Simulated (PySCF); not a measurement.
Start geometry of SbMe3, `[CH3][Sb]([CH3])[CH3]` from GFN2-xTB (Å):
```
atom  x, y, z in Å
Sb1    0.0125    0.0047    1.2256
C2     1.8226   -0.0042    0.0328
H3     2.4518    0.8335    0.3103
H4     1.5663    0.0729   -1.0183
H5     2.3701   -0.9245    0.2031
C6    -0.9088    1.5758    0.0489
H7    -0.8024    1.3539   -1.0072
H8    -0.4364    2.5271    0.2655
H9    -1.9616    1.6446    0.2959
C10   -0.9107   -1.5711    0.0580
H11   -1.9804   -1.5769    0.2339
H12   -0.5028   -2.5324    0.3479
H13   -0.7202   -1.4034   -0.9967
```

Q: What comes out of this run: PBE0-D3(BJ)/def2-SVP geometry optimisation, gas phase, def2 core potentials past Kr in PySCF?

A: 
```
atom  x, y, z in Å
Sb1    0.0125    0.0038    1.2047
C2     1.8393   -0.0026    0.0315
H3     2.4713    0.8511    0.3151
H4     1.5991    0.0624   -1.0398
H5     2.3983   -0.9301    0.2222
C6    -0.9174    1.5907    0.0512
H7    -0.8181    1.3839   -1.0244
H8    -0.4359    2.5519    0.2820
H9    -1.9836    1.6631    0.3099
C10   -0.9188   -1.5870    0.0576
H11   -2.0003   -1.6014    0.2558
H12   -0.4967   -2.5587    0.3514
H13   -0.7497   -1.4271   -1.0173
```

The energy falls by 0.96 kcal/mol over 4 energy and gradient evaluations, the largest force component goes from 0.0107 to 2.2e-04 Eh/bohr, and the atoms move by 0.031 Å rms after alignment. Among the bonds, 9 bonds (C2–H3, C2–H4, C2–H5, C6–H7, C6–H8, C6–H9 and others) change most and about equally (+0.015 to +0.016 Å). Bonds longer at the end by more than 0.005 Å: 9 of 12; shorter: 0. Rotational constants go from 3735, 3721, 3039 to 3728, 3718, 2977 MHz. The orientation of the end geometry is arbitrary; only internal coordinates are fixed.

The run used 113 basis functions and 26 SCF cycles in all. Hardware: an Intel Xeon Platinum 8259CL at 2.50 GHz with one thread, shared host. Cost: 32 s wall, 0.45 GiB resident at most.

Whether it is a minimum is left open (no frequencies).
